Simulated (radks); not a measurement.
Results of a calculation; reference values are marked as such.
Species: Ni+. Configuration: [Ar] 3d7 4s1 4p1 (not the ground configuration). Code: a radial shooting solver on a logarithmic mesh with Libxc functionals. Model: scalar-relativistic Kohn-Sham, BLYP, spin-polarised, spherical densities, point nucleus; open shells are filled with parallel spins first.

X-ray form factor f0, the Fourier transform of the density (f0(0) = 27):

sin(theta)/lambda (1/angstrom)  f0 (electrons)
0.05                                    26.480
0.1                                     25.153
0.15                                    23.466
0.2                                     21.726
0.25                                    20.047
0.3                                     18.446
0.4                                     15.503
0.5                                     12.987
0.6                                     10.975
0.8                                      8.348
1                                        6.957
1.25                                     5.939
1.5                                      5.127
2                                        3.648
